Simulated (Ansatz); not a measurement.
Calculated with Ansatz (gas phase, PBE0-D4/def2-TZVP geometries, no zero-point term in ΔE). CCSD(T)/CBS adds triple-zeta CCSD(T) − MP2 to the extrapolated MP2 energy (def2 sets, frozen cores). This one scheme is used for every species. DFT in def2-TZVPP. One conformer a species, not always the lowest.

Reaction (substitution at a C–Si bond): `CC(Cl)[SiH2]N` + H–F → `CC(F)Cl` + `N[SiH3]`

`CC(Cl)[SiH2]N`:

Cartesian coordinates in Å:
```
C 1.017 -0.975 0.928
C -0.352 -0.934 0.288
Cl -1.599 -0.508 1.525
Si -0.544 0.349 -1.093
N -0.299 1.963 -0.585
H 1.302 0.009 1.307
H 1.759 -1.283 0.184
H 1.051 -1.683 1.759
H -0.640 -1.925 -0.073
H -1.911 0.183 -1.644
H 0.488 0.058 -2.127
H -0.895 2.379 0.111
H 0.622 2.368 -0.578
```

H–F:

Cartesian coordinates in Å:
```
F -0.309 0.245 0.236
H 0.309 -0.245 -0.236
```

`CC(F)Cl`:

Cartesian coordinates in Å:
```
C 0.773 -0.231 -0.026
C -0.619 0.322 0.039
F -1.012 0.449 1.338
Cl -1.775 -0.748 -0.797
H 1.096 -0.317 -1.064
H 1.450 0.443 0.504
H 0.807 -1.215 0.442
H -0.720 1.298 -0.437
```

`N[SiH3]`:

Cartesian coordinates in Å:
```
N 0.180 0.279 1.014
Si -0.214 -0.132 -0.609
H 0.808 1.045 1.195
H 0.305 -0.452 1.696
H -0.608 1.116 -1.313
H 0.878 -0.766 -1.407
H -1.349 -1.090 -0.575
```

```json
{"level": "PBE-D4", "ΔE (kcal/mol)": "14.0"}
{"level": "HF/def2-TZVPP", "ΔE (kcal/mol)": "8.6"}
```

**Question.** What does CCSD(T)/CBS give? (Best estimate.)

**Answer.** The calculation gave: +17.2 kcal/mol. The listed levels differ from it by -3.2, -8.6 kcal/mol.

Largest T1 diagnostic among the species: 0.010.

From PBE to PBE0 (25 % exact exchange), in def2-TZVPP and without D4, ΔE moves by +1.2 kcal/mol. In def2-TZVPP, CCSD(T) changes the Hartree–Fock value by +7.1 kcal/mol (the triples alone add +0.7 kcal/mol) and MP2 by +9.9 kcal/mol.
